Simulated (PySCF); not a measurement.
## A survey of ²⁹Si NMR shifts

Method: structure optimised with GFN2-xTB, NMR shieldings at PBE0/pcSseg-1/GIAO, in PySCF (a single conformation, no relativistic terms, equivalent nuclei averaged, isolated molecule).

Shieldings were converted by a linear fit to measured shifts: ²⁹Si (scatter 8.9 ppm rms, 25.8 ppm with the 6 outliers that the fit left out vs TMS, solution or neat liquid). A few per cent of atoms miss by over 2 rms, more outside the fitted compound classes.

Give the ²⁹Si shifts of `C[C@H](F)C[SiH2]C#N`, `CO[Si@@H]1CC(C(C)=O)=C1F`, `CO[Si@@H]1CC(C(C)=O)=C1F`, `C=CN(C)CC([SiH3])[SiH3]`, `CC/C=C\[SiH2]N[SiH2]C`, `C[SiH2]/C=C\[SiH2]N(C)C`.

Answers


```csv
compound,environment,δ (ppm)
C[C@H](F)C[SiH2]C#N,"silicon bonded to 2 C, 2 H",-65.8
CO[Si@@H]1CC(C(C)=O)=C1F,"silicon bonded to 2 C, O, H, in a 4-membered ring",-19.7
CO[Si@@H]1CC(C(C)=O)=C1F,"silicon bonded to 2 C, O, H, in a 4-membered ring",-19.7
C=CN(C)CC([SiH3])[SiH3],"silicon bonded to C, 3 H (×2)",-64.9
[CH3:1][CH2:2]/[CH:3]=[CH:4]\[SiH2:5][NH:6][SiH2:7][CH3:8],"Si7: silicon bonded to C, N, 2 H",-35.1
[CH3:1][CH2:2]/[CH:3]=[CH:4]\[SiH2:5][NH:6][SiH2:7][CH3:8],"Si5: silicon bonded to C, N, 2 H",-46.7
[CH3:1][SiH2:2]/[CH:3]=[CH:4]\[SiH2:5][N:6]([CH3:7])[CH3:8],"Si5: silicon bonded to C, N, 2 H",-41.4
[CH3:1][SiH2:2]/[CH:3]=[CH:4]\[SiH2:5][N:6]([CH3:7])[CH3:8],"Si2: silicon bonded to 2 C, 2 H",-52.6
```
